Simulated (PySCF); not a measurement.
Computed IR spectrum (relative IR intensity) of a molecule C₂H₁₂Si₄. The structure is a stationary point at PBE-D3(BJ)/def2-SVP. One conformer was computed; it need not be the lowest. The numbers are results of PBE-D3(BJ)/def2-SVP (PySCF 2.14.0), not measurements. Frequencies are harmonic and unscaled.

Lines under 2 % of the strongest are left out, and lines within 2 cm⁻¹ are merged.

ν (cm⁻¹): 344 (vw), 471 (vw), 484 (vw), 660 (vw), 672 (w), 696 (m), 744 (m), 760 (vs), 791 (w), 804 (m), 840 (m), 893 (m), 900 (m), 903 (m), 929 (vw), 991 (w), 997 (m), 1328 (vw), 2128 (w), 2138 (s), 2146 (m), 2153 (m), 2157 (vs) (against the strongest line: vs over 80 %, s over 45 %, m over 15 %, w over 4 %, vw less)

**Question.** Identify the compound among the candidates.
(A) C[SiH2][Si@H]1C[SiH2][SiH2]1
(B) [SiH3][SiH]1C[SiH2][SiH2]C1
(C) C[Si]1(C)[SiH2][SiH2][SiH2]1
(D) CC1([SiH3])[SiH2][SiH2][SiH2]1

**Answer.** B, [SiH3][SiH]1C[SiH2][SiH2]C1
